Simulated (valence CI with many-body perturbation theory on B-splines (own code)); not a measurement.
## E1 line list for Ba⁶⁺

Computed by relativistic CI+MBPT: four valence electrons over a frozen Dirac-Fock core [Kr] 4d10, radial functions for each j: 8 s, 8 p, 9 d, 9 f, 6 g, 3 h, 2 i, with the one-electron correlation potential Σ1, the two-electron term Σ2, the three-electron term Σ3, Breit, model QED; selected CI, second order for the rest, scaled by the run's own slope (own B-spline code, finite nucleus).

Set against measurement, 25 paired levels are off by 308 cm⁻¹ on average, the worst by 741. These come from a selection out of Sansonetti and Curry, J. Phys. Chem. Ref. Data 39, 043103 (2010). Levels without a partner in it may be off by more, other configurations by several thousand cm⁻¹. 1 measured level below the end of the list, from 223820 cm⁻¹ on, found no clear computed partner.

Lines 1 to 50 of 238 in falling wavelength, among levels below 37.632 eV, chosen from the strongest by gf and those to the six lowest levels. Wavelengths and rates use the calculated energies, so an error of 300 cm⁻¹ moves a line at 126.1 nm by 0.38 % and its rate by three times that or more. Electric multipoles are in the length gauge, E1 and E2 with the static RPA response of the core. Weak lines are less certain than strong ones. Lines between different terms over intervals too small for the method are left out, as are lines whose strength nearly cancels. Where a level lies close to another of its J and parity, the split of strength between their lines is uncertain. The highest levels of a list are the least certain.

Names give the largest LS component (configuration and term), which can be under half, so a name can repeat, a term be missing and a line seem to break the LS rules; names also repeat where a configuration has a term twice. Letters in brackets count levels of one name in rising energy.

```csv
λ vac (nm),λ from measured levels,Upper,Lower,A (s⁻¹),S (a.u.)
368.7,,4f.5s2.5p 3G_3 [a],5s.5p3 5S°_2,3.90e+03,6.75e-04
352.7,,5p4 3P_2,4f.5s.5p2 3G°_3 [a],2.31e+06,2.50e-01
325.9,,4f.5s2.5p 3F_3,5s.5p3 5S°_2,1.27e+05,1.51e-02
312.6,,4f.5s2.5p 3F_2,5s.5p3 5S°_2,1.62e+04,1.22e-03
262.6,,5s2.5p.5d 3F°_2,4f.5s2.5p 3G_3 [b],6.59e+06,2.95e-01
233.3,,5s2.5p.5d 3F°_3,4f.5s2.5p 3F_4,8.30e+06,3.64e-01
230.9,,5s.5p3 1D°_2,4f.5s2.5p 3G_3 [a],1.06e+07,3.23e-01
213.1,,4f.5s2.5p 3G_3 [b],5s.5p3 5S°_2,1.73e+04,5.78e-04
186.8,,4f.5s2.5p 3D_3,5s.5p3 5S°_2,2.66e+05,5.99e-03
184.1,,5s2.5p.5d 3F°_2,4f.5s2.5p 3F_3,1.35e+07,2.08e-01
183.0,,4f.5s2.5p 3D_2,5s.5p3 5S°_2,3.76e+04,5.68e-04
181.5,,5s2.5p.5d 3F°_4,4f.5s2.5p 3G_5,8.59e+07,2.28e+00
174.5,,4f.5s2.5p 3D_1,5s.5p3 5S°_2,3.49e+03,2.75e-05
173.7,,5s2.5p.5d 3F°_4,4f.5s2.5p 3F_4,1.23e+07,2.86e-01
172.8,,5s2.5p.5d 3F°_2,4f.5s2.5p 3G_3 [a],5.29e+07,6.74e-01
167.3,,5s2.5p.5d 3F°_3,4f.5s2.5p 3G_4,8.18e+07,1.32e+00
156.5,,5s2.5p.5d 3P°_0,4f.5s2.5p 3D_1,1.05e+08,1.99e-01
153.3,,5s2.5p.5d 3P°_1,4f.5s2.5p 3D_1,3.30e+07,1.76e-01
152.5,,4f.5s2.5p 1D_2,5s.5p3 5S°_2,3.75e+03,3.28e-05
150.3,,5s2.5p.5d 3D°_3,4f.5s2.5p 3D_3,1.42e+07,1.66e-01
147.4,,5s2.5p.5d 3P°_1,4f.5s2.5p 3D_2,6.48e+07,3.07e-01
142.8,,5s2.5p.5d 3P°_2 [b],4f.5s2.5p 3D_2,1.74e+07,1.25e-01
142.5,,5s2.5p.5d 3D°_2,4f.5s2.5p 3G_3 [b],7.60e+07,5.43e-01
141.0,,5s2.5p.5d 3D°_3,4f.5s2.5p 3F_4,7.50e+07,7.26e-01
140.5,,5s2.5p.5d 3P°_2 [b],4f.5s2.5p 3D_3,8.50e+07,5.82e-01
139.8,,5s2.5p.5d 1F°_3,4f.5s2.5p 1D_2,2.19e+07,2.06e-01
139.2,,5s2.5p.5d 3P°_2 [a],4f.5s2.5p 3F_3,1.01e+08,6.73e-01
137.2,,5s2.5p.5d 3D°_1,4f.5s2.5p 3F_2,1.13e+08,4.33e-01
132.2,,5s2.5p.5d 1F°_3,4f.5s2.5p 1G_4,1.20e+08,9.57e-01
128.6,,5s2.5p.5d 1P°_1,4f.5s2.5p 1D_2,1.49e+08,4.69e-01
126.1,125.6,5s.5p3 5S°_2,5s2.5p2 1D_2,2.42e+06,1.20e-02
114.6,114.3,5s.5p3 3D°_1,5s2.5p2 1S_0,2.78e+06,6.20e-03
113.8,,5s2.5p.5d 3D°_3,4f.5s2.5p 3G_4,2.24e+07,1.14e-01
100.8,,4f.5s.5p2 5D°_1,4f.5s2.5p 3D_1,4.78e+07,7.24e-02
99.86,,4f.5s.5p2 3G°_3 [a],4f.5s2.5p 3G_3 [b],2.00e+07,6.87e-02
99.74,,5p4 3P_2,5s.5p3 3S°_1,2.11e+08,5.17e-01
99.70,99.34,5s.5p3 5S°_2,5s2.5p2 3P_2,3.09e+07,7.55e-02
98.63,,4f.5s.5p2 3D°_2,4f.5s2.5p 3D_2,2.90e+07,6.88e-02
98.21,,4f.5s.5p2 5G°_2,4f.5s2.5p 3F_2,4.07e+07,9.50e-02
98.07,,4f.5s.5p2 5G°_6,4f.5s2.5p 3G_5,4.01e+07,2.43e-01
96.79,,4f.5s.5p2 5G°_3,4f.5s2.5p 3G_4,2.42e+07,7.59e-02
95.85,,4f.5s.5p2 5F°_3,4f.5s2.5p 3D_2,2.96e+07,9.01e-02
95.42,,4f.5s.5p2 5F°_5,4f.5s2.5p 3G_5,7.65e+07,3.61e-01
95.34,,4f.5s.5p2 5G°_3,4f.5s2.5p 3F_3,2.64e+07,7.91e-02
95.26,,5p4 3P_2,5s.5p3 1D°_2,4.30e+07,9.18e-02
95.13,,5s2.5p.5d 1F°_3,4f.5s2.5p 3F_2,2.40e+07,7.13e-02
94.92,,4f.5s.5p2 5D°_4,4f.5s2.5p 3G_4,6.23e+07,2.37e-01
94.83,,4f.5s.5p2 5F°_3,4f.5s2.5p 3D_3,2.08e+07,6.12e-02
94.68,,4f.5s.5p2 3G°_4,4f.5s2.5p 3F_4,3.26e+07,1.23e-01
94.47,,4f.5s.5p2 3G°_5 [a],4f.5s2.5p 1G_4,5.75e+07,2.63e-01
```
